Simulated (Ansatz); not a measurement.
**Molecular dynamics of HF**

Input:

```yaml
accuracy: low
crystal:
  lattice:
    - [6.479224, 0.0, 0.0]
    - [0.0, 6.479224, 0.0]
    - [0.0, 0.0, 6.479224]
  atoms:
    - { symbol: F, position: [0.73082254, 0.39051114, 0.26846117] }
    - { symbol: H, position: [0.60159281, 0.35784804, 0.3207409] }
    - { symbol: F, position: [0.38408865, 0.27612428, 0.39266293] }
    - { symbol: H, position: [0.2445307, 0.33711278, 0.40302996] }
    - { symbol: F, position: [0.71281535, 1.04215176, 0.90023665] }
    - { symbol: H, position: [0.58853729, 1.11594271, 0.89515863] }
    - { symbol: F, position: [1.05754215, 0.39626074, 0.52853693] }
    - { symbol: H, position: [0.92146659, 0.3655647, 0.45794856] }
    - { symbol: F, position: [0.38297785, 0.6318936, 1.06041595] }
    - { symbol: H, position: [0.33073764, 0.6879406, 0.93003547] }
    - { symbol: F, position: [0.14453944, -0.08446794, 0.86244073] }
    - { symbol: H, position: [0.06464316, -0.03676851, 0.74134382] }
    - { symbol: F, position: [0.85865077, 0.8582275, 0.25728789] }
    - { symbol: H, position: [0.81572431, 0.88779339, 0.12397505] }
    - { symbol: F, position: [-0.04324617, 0.04145761, 0.54873073] }
    - { symbol: H, position: [-0.10568425, -0.02386893, 0.4247547] }
basis:
  ecutwfc: 420.0
kpoints:
  mp_grid: { grid: [1, 1, 1] }
hamiltonian:
  xc: pbe
  dispersion: d3bj
scf:
  occupations: { method: fermi_dirac, width: 0.05 }
  lower_state_search: "off"
md:
  timestep: 0.5
  n_steps: 400
  ensemble: nve
  temperature: 700.0
  initial_velocities: maxwell_boltzmann
  seed: 382683
```

Command:

```bash
$ ansatz run input.yaml --threads 1 --pin off --max-ram 3072MiB --backend cpu --events-out ev --progress --plain --runs-dir out
```

It goes on from the last frame of an earlier run, with new velocities.

Output, in part (step lines):

```
md step     0: t =     0.00 fs  T =   700.0 K  F+E_penalty+E_count = -6595.69485869 eV  E_kin = 1.357230 eV  conserved = -6594.33762871 eV  (8 SCF iters)
md step     1: t =     0.50 fs  T =   693.9 K  F+E_penalty+E_count = -6595.68211029 eV  E_kin = 1.345462 eV  conserved = -6594.33664814 eV  (7 SCF iters)
md step     2: t =     1.00 fs  T =   704.3 K  F+E_penalty+E_count = -6595.70226272 eV  E_kin = 1.365484 eV  conserved = -6594.33677876 eV  (7 SCF iters)
md step     3: t =     1.50 fs  T =   729.9 K  F+E_penalty+E_count = -6595.75326282 eV  E_kin = 1.415234 eV  conserved = -6594.33802855 eV  (7 SCF iters)
md step     4: t =     2.00 fs  T =   761.6 K  F+E_penalty+E_count = -6595.81637349 eV  E_kin = 1.476641 eV  conserved = -6594.33973239 eV  (7 SCF iters)
md step     5: t =     2.50 fs  T =   786.5 K  F+E_penalty+E_count = -6595.86592057 eV  E_kin = 1.524857 eV  conserved = -6594.34106399 eV  (4 SCF iters)
md step     6: t =     3.00 fs  T =   794.4 K  F+E_penalty+E_count = -6595.88169684 eV  E_kin = 1.540186 eV  conserved = -6594.34151045 eV  (4 SCF iters)
md step     7: t =     3.50 fs  T =   781.9 K  F+E_penalty+E_count = -6595.85705705 eV  E_kin = 1.516103 eV  conserved = -6594.34095385 eV  (4 SCF iters)
[... lines left out ...]
md step   399: t =   199.50 fs  T =   576.2 K  F+E_penalty+E_count = -6595.45602640 eV  E_kin = 1.117214 eV  conserved = -6594.33881220 eV  (4 SCF iters)
md step   400: t =   200.00 fs  T =   593.2 K  F+E_penalty+E_count = -6595.48965804 eV  E_kin = 1.150144 eV  conserved = -6594.33951425 eV  (7 SCF iters)
```

The steps, from the saved trajectory:

```tsv
time (fs)	T (K)	potential energy less start (eV)	conserved less start (meV/atom)
0.0	700	0.000	0.00
6.5	710	-0.020	-0.08
13.0	685	0.026	-0.20
19.5	606	0.183	0.07
26.0	701	-0.006	-0.19
32.5	633	0.130	-0.07
39.0	660	0.076	-0.10
45.5	762	-0.123	-0.13
52.0	713	-0.026	-0.07
58.5	634	0.126	-0.09
65.0	594	0.204	-0.09
71.5	630	0.135	-0.01
78.0	646	0.103	-0.16
84.5	471	0.445	0.08
91.0	571	0.249	-0.09
97.5	599	0.193	-0.11
104.0	498	0.393	0.01
110.5	508	0.369	-0.14
117.0	625	0.144	-0.12
123.5	530	0.329	-0.05
130.0	480	0.427	0.01
136.5	614	0.164	-0.16
143.0	543	0.304	-0.04
149.5	618	0.159	-0.05
156.0	684	0.031	-0.07
162.5	686	0.026	-0.12
169.0	578	0.237	0.01
175.5	675	0.045	-0.15
182.0	664	0.069	-0.05
188.5	594	0.205	-0.05
195.0	635	0.123	-0.16
```

All steps were run. The conserved energy stayed within 0.26 meV per atom of its start (net change -0.12 meV per atom), so the integration is sound. A run of 0.2 ps of so small a system gives no equilibrium averages. Limits of this set-up: coarse k mesh, low accuracy level.

Mean squared displacements from the first frame to the last, about the centre of mass: F 1.49 Å², H 0.99 Å².

Last frame:

```xyz
16
Lattice="6.4792 0.0000 0.0000 0.0000 6.4792 0.0000 0.0000 0.0000 6.4792" Properties=species:S:1:pos:R:3
F 5.328 2.039 2.323
H 4.358 2.075 2.255
F 3.085 2.095 2.790
H 2.304 2.719 2.672
F 3.422 7.319 6.244
H 2.534 7.464 5.982
F 7.491 3.077 3.107
H 6.587 2.859 2.796
F 2.318 4.031 5.167
H 2.464 4.886 5.614
F 0.223 0.318 5.899
H -0.300 -0.317 5.323
F 6.230 5.346 1.411
H 6.371 6.106 0.833
F -0.762 -1.234 4.232
H -0.765 -1.415 3.323
```

Run time: 3.2 min on 1 thread of Intel(R) Xeon(R) 6975P-C (Granite Rapids) (shared host), peak memory 0.36 GiB.
